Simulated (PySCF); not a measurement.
C5H7BO.

```xyz
14

C      2.8216    -0.6815    -0.0244
C      1.6142    -0.1787    -0.0393
C      0.3672     0.2570    -0.0427
O     -0.0736     1.5756    -0.1936
C     -1.4940     1.2221    -0.0783
B     -1.0778    -0.3104     0.0941
C     -1.7746    -1.6853     0.2647
H      3.3166    -1.0195    -0.9442
H      3.3941    -0.7783     0.9072
H     -2.0484     1.5094    -0.9893
H     -1.9577     1.7292     0.7865
H     -2.5883    -1.6440     1.0089
H     -2.2610    -1.9486    -0.6946
H     -1.0846    -2.5020     0.5246
```

Geometry optimised at B3LYP-D3(BJ)/def2-SVP. This is a generated structure with no PubChem entry under its InChIKey; it may be hypothetical.

The numbers are results of PBE/pcSseg-1 (PySCF), not measurements. Non-relativistic, no solvent.

Computed absolute GIAO shielding of each atom: isotropic value and principal components (ppm):
| atom | σ(iso) | σ11 | σ22 | σ33 | span |
|---|---|---|---|---|---|
| C1 | 94.0 | 12.4 | 109.6 | 160.0 | 147.6 |
| C2 | -32.7 | -55.4 | -52.3 | 9.5 | 64.9 |
| C3 | 32.2 | -23.1 | 36.1 | 83.6 | 106.7 |
| O4 | 220.7 | 190.9 | 219.1 | 252.2 | 61.3 |
| C5 | 99.6 | 69.2 | 78.2 | 151.5 | 82.3 |
| B6 | 12.4 | -54.4 | -10.1 | 101.7 | 156.2 |
| C7 | 173.4 | 151.1 | 179.6 | 189.5 | 38.4 |
| H8 | 25.6 | 23.9 | 24.5 | 28.4 | 4.5 |
| H9 | 25.6 | 23.9 | 24.5 | 28.4 | 4.5 |
| H10 | 26.7 | 23.9 | 25.6 | 30.7 | 6.8 |
| H11 | 26.7 | 23.8 | 25.5 | 30.8 | 6.9 |
| H12 | 30.0 | 26.8 | 27.9 | 35.4 | 8.6 |
| H13 | 30.3 | 27.1 | 27.5 | 36.2 | 9.1 |
| H14 | 29.8 | 26.6 | 28.3 | 34.5 | 7.9 |
